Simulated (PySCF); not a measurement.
## Which determinant of SnHg⁺ lies lowest?

Unrestricted PBE0; PySCF, scalar-relativistic core potentials, basis sets Sn def2-SVP with ECP28, Hg def2-SVP with ECP60. Outer shells of the fragments: Sn+ 4d10 5s2 5p1; Hg 5d10 6s2.

Followed along the bond (rough minima from three points):

```tsv
2Ms+1	unpaired	⟨S²⟩ at the start	R at minimum (Å)	Te (eV)
2	π ↑	0.75	2.94	0.00
2	σ ↑	0.76	3.53	0.73
4	σ ↑, π ↑↑	3.76	2.75	3.19
```

Solutions found at the starting distance of 2.825 Å, counted from the lowest of them; the search is not exhaustive and high or unbound solutions are not listed, so other states can lie among these:

```
2Ms+1   unpaired   term  E (eV)  ⟨S²⟩  ⟨Lz²⟩  μ (D)
    2        π ↑     ²Π    0.00  0.75   1.00  -2.92
    2        σ ↑    ²Σ⁺    1.03  0.76   0.00  -5.59
    4  σ ↑, π ↑↑    ⁴Σ⁻    3.19  3.76   0.00   0.56
    4  σ ↑↑, π ↑     ⁴Π    3.36  3.75   1.00  -1.61
    2  σ ↓, π ↑↑  mixed    3.61  1.76   0.00   1.05
    2  σ ↑, π ↑↓  mixed    3.70  1.76   2.01   0.71
```

A term symbol is given only where ⟨S²⟩ and ⟨Lz²⟩ are close to those of a pure state; real π, δ and φ orbitals otherwise mix terms. A positive dipole points towards Hg; it is taken about the centre of mass and depends on that origin.

Q: Compare the gap between the two lowest followed solutions at the starting distance with the gap between their minima.

A: At PBE0 the second solution (doublet, unpaired electrons σ ↑) lies +1.03 eV from the first (doublet, unpaired electrons π ↑) at 2.825 Å and +0.73 eV at the minima; the two curves relax by different amounts, since their minima lie near 3.53 and 2.94 Å.

Spin–orbit coupling is left out. Counting both spins, an empty level lies below a filled one in some of these solutions, because spin and occupation are held.
